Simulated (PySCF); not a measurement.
C₂H₃O₂, SMILES O=[C]OC, multiplicity 2.

Coordinates come from a B3LYP-D3(BJ)/def2-SVP optimisation. The isomer is the one that the SMILES or the coordinates give; other isomers of the formula were not compared. Other conformers were not sampled.

Level of theory: PySCF with TDA-PBE0/def2-SVPD.

Vertical excitations. Isolated molecule, no solvent.

```csv
state,energy (eV),λ (nm),f,main pairs
root 1,4.24,293,0.008,α HOMO→LUMO 98 %
root 2,5.05,246,0.000,β HOMO→LUMO 96 %
root 3,5.34,232,0.016,β HOMO−1→LUMO 91 %
root 4,6.50,191,0.003,α HOMO→LUMO+1 97 %
root 5,6.81,182,0.003,"α HOMO−1→LUMO 52 %, β HOMO→LUMO+1 29 %, β HOMO−2→LUMO 6 %"
root 6,7.12,174,0.007,"α HOMO−2→LUMO 6 %, β HOMO−3→LUMO 76 %"
root 7,7.16,173,0.012,β HOMO−2→LUMO 78 %
root 8,7.43,167,0.026,"α HOMO→LUMO+2 90 %, β HOMO−2→LUMO 6 %"
root 9,7.68,162,0.000,"α HOMO−2→LUMO 22 %, β HOMO−1→LUMO+1 57 %, β HOMO−3→LUMO 13 %"
root 10,7.99,155,0.013,"α HOMO→LUMO+3 62 %, α HOMO→LUMO+5 33 %"
```
Unrestricted roots are not spin-pure.
